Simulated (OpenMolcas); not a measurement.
# Sr: effect of the active space

```json
{"Program": "OpenMolcas", "Method": "SS-CASPT2, IPEA 0.25 Eh, imaginary shift 0.1 Eh", "Basis": "ANO-RCC-VTZP", "Scalar Hamiltonian": "DKH2, point nucleus", "Spin-orbit coupling": "state interaction with AMFI integrals over the reference wave functions, term energies averaged over their components"}
```

A. 2 electrons in 4 orbitals (5s 5p); 2S+1 = 3 even, 3 roots; 2S+1 = 1 even, 6 roots; 2S+1 = 3 odd, 3 roots; 2S+1 = 1 odd, 3 roots; closed shells correlated: 4s 4p; CASPT2 step of the order of 1.2 core-seconds
B. 2 electrons in 8 orbitals (5s 5p 6s 6p); 2S+1 = 3 even, 3 roots; 2S+1 = 1 even, 6 roots; 2S+1 = 3 odd, 3 roots; 2S+1 = 1 odd, 3 roots; closed shells correlated: 4s 4p; CASPT2 step of the order of 2.4 core-seconds
C. 2 electrons in 9 orbitals (4d 5s 5p); 2S+1 = 3 even, 18 roots (15 in the spin-orbit step); 2S+1 = 1 even, 12 roots; 2S+1 = 3 odd, 18 roots; 2S+1 = 1 odd, 15 roots; closed shells correlated: 4s 4p; CASPT2 step roughly 17 core-seconds

Energies in cm-1 above 5s2 1S0, the measured ground level; measured values from NIST Handbook of Basic Atomic Spectroscopic Data.

```csv
Level,A,B,C,Measured
5s2 1S0,0.0,0.0,0.0,0.0
5s 5p 3P* 0,13860,13970,13660,14318
5s 5p 3P* 1,14010,14110,13770,14504
5s 5p 3P* 2,14290,14400,13990,14899
5s 5p 1P* 1,25090,24740,21770,21698
```

Deviations, from unrounded energies. A percentage is the sum of absolute deviations over the sum of measured energies, with the sign that they share, or ± where signs differ.

```csv
Against measurement,Levels,A,B,C
mean absolute deviation (cm-1),4,1200,1100,590
other configurations (%),4,±7.6,±6.5,±3.6
```

C lies closest to measurement on these levels and A furthest from it. The largest miss of C in the table is 5s 5p 3P* 2, by -910 cm-1. The ranking rests on the paired levels alone, and a cruder setting can come out closer through cancelling errors.

Among A to C the level of the table that moves most is 5s 5p 1P* 1, by 3300 cm-1 (lowest in C, highest in A). Moves below CASPT2's spread within the term are not significant.

Active for correlation alone: 6p 6s; no level in the range computed is led by a configuration that fills them, so any true level of that kind is missing (holds for B). Some high roots are left out of the spin-orbit mixing, which shifts the levels that they would mix with (holds for C). Measured partners are found by configuration, term and J. A level has none where our copy of the source lacks it or the pairing is in doubt (some pairs that miss far off the trend of their configuration count as doubtful), and it then counts in no deviation. Only configurations of the active space appear. The table leaves out levels that lie high or whose names do not pair safely across all columns.

* marks odd parity.
